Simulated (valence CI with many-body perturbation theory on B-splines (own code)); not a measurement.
Results of a calculation; reference values are marked as such.
V XI: what the settings do

Method: valence CI with perturbative core correlation (CI+MBPT): three valence electrons over a frozen Dirac-Fock core [Ne], a basis of 6 s, 6 p, 5 d, 3 f, 1 g functions for each j, with the one-electron correlation potential Σ1 (screened to all orders), the two-electron term Σ2, the three-electron term Σ3, Breit, model QED; selected single and double excitations, second order for the rest, scaled by the run's own slope (own B-spline code, finite nucleus).

No measured spectrum was set against this ion. As an estimate, levels of excited configurations hold to 0.05 to 0.15 % of their energy, terms of the ground configuration to about 0.5 %.

The reference run has the lowest level 3s2.3p 2P°_1/2 and an ionisation energy of 255.951 eV. Its largest variational space holds 3012 state functions.

Names give the largest LS component (configuration and term), which can be under half, so a name can repeat, a term be missing and a line seem to break the LS rules; names also repeat where a configuration has a term twice.

Changed runs:
A. hole-hole ladder in Σ2 on → off
B. correlating orbitals by l 3 3 3 2 1 → 4 5 3 0 3
C. size limit of the variational space 10000 → 1500; second order for the rest on → off; scale of Σ1 1 → 0; scale of Σ2 1 → 0; three-electron term on → off
D. factor on the speed of light 1 → 0.9 (bad on purpose)

Excitation energies of the reference run in cm⁻¹, and shifts in cm⁻¹:

```tsv
Level	Reference	A	B	C	D
3s2.3p 2P°_3/2	9703	-0.6	-6.1	-64	+2318
3s.3p2 4P_1/2	175921	-36	-420	-809	+2246
3s.3p2 4P_3/2	179652	-37	-426	-837	+3257
3s.3p2 4P_5/2	184810	-37	-421	-882	+4387
3s.3p2 2D_3/2	233030	+20	+355	-32	+3608
3s.3p2 2D_5/2	233831	+20	+355	-44	+3972
3s.3p2 2S_1/2	289365	+62	+1239	+1736	+3290
3s.3p2 2P_1/2	307219	+51	+937	+3545	+3926
3s.3p2 2P_3/2	312310	+49	+898	+3743	+4694
3s2.3d 2D_3/2	377203	-83	+2278	+3433	+2721
3s2.3d 2D_5/2	377992	-83	+2272	+3391	+2895
3p3 2D°_3/2	452982	+25	-163	+153	+5279
Ionisation energy (eV)	255.951	-0.011	-0.073	-0.399	+0.276
```
